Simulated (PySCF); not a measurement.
## Electron correlation in Ti⁺ (titanium, charge +1)

[Ar] 3d3, high-spin 4F determinant (an excited configuration). Calculation: PySCF 2.14, in x2c-TZVPPall with one added diffuse shell each of s, p, d, f type (7s6p5d3f1g, 80 functions); scalar relativity by spin-free X2C-1e. Frozen: [Ar]; 3 electrons correlated.

```json
{"level": "CCSD", "correlation energy (mhartree)": "-25.01"}
{"level": "(T)", "correlation energy (mhartree)": "-0.26"}
{"level": "CCSD(T)", "correlation energy (mhartree)": "-25.27"}
```

Diagnostics: T1 = 0.0098, D1 = 0.0138, largest double amplitude 0.030.

Task: Is a single reference adequate?

Result: Yes: T1 lies below 0.03 and no double amplitude reaches 0.07.
